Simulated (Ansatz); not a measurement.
This geometry of C₃H₉ClGe (14 atoms, charge 0, multiplicity 1) is a first-order saddle point.

Computed with Ansatz, RKS PBE/def2-SVP.

```xyz
14
Properties=species:S:1:pos:R:3
C -1.505 0.283 0.326
C -0.064 0.321 -0.229
C 0.909 1.043 0.700
Cl -0.054 1.230 -1.848
Ge 0.600 -1.505 -0.711
H -1.553 0.761 1.325
H -1.899 -0.750 0.429
H -2.198 0.829 -0.341
H 0.569 2.083 0.891
H 1.931 1.087 0.276
H 0.959 0.516 1.677
H 0.662 -2.376 0.579
H 2.016 -1.398 -1.330
H -0.386 -2.153 -1.715
```

(1) Which two structures does it join? (They come from a converged band through this point; their orientation in space is the band's.)

(2) How far does it lie above each of them?

Results:

(1) No bond is made or broken. The dihedral H8–C1–C2–Ge5 goes from -56 to -176°. The two ends are copies of one structure, up to a mirror image or an exchange of like atoms.

First end point:

```xyz
14
Properties=species:S:1:pos:R:3
C -1.471 0.322 0.371
C -0.042 0.362 -0.163
C 0.965 0.828 0.885
Cl 0.005 1.562 -1.569
Ge 0.494 -1.385 -0.983
H -1.772 1.320 0.755
H -1.544 -0.405 1.208
H -2.195 0.023 -0.412
H 0.688 1.831 1.273
H 1.990 0.891 0.472
H 0.977 0.120 1.741
H 0.507 -2.486 0.119
H 1.913 -1.248 -1.589
H -0.529 -1.766 -2.080
```

Last end point:

```xyz
14
Properties=species:S:1:pos:R:3
C -1.497 0.269 0.302
C -0.069 0.316 -0.235
C 0.882 1.069 0.691
Cl -0.102 1.200 -1.858
Ge 0.618 -1.512 -0.679
H -1.520 -0.272 1.272
H -2.184 -0.243 -0.399
H -1.883 1.296 0.473
H 0.518 2.104 0.867
H 1.903 1.132 0.269
H 0.942 0.554 1.673
H 0.693 -2.362 0.625
H 2.035 -1.389 -1.292
H -0.349 -2.192 -1.680
```

(2) 17.6 kJ/mol above the first and 17.6 kJ/mol above the second. This is the barrier of this one path; another mechanism may lie lower.

The run took 54 s on 2 threads of AMD EPYC 9R14 (Zen 4) (shared host), peak memory 0.22 GiB.
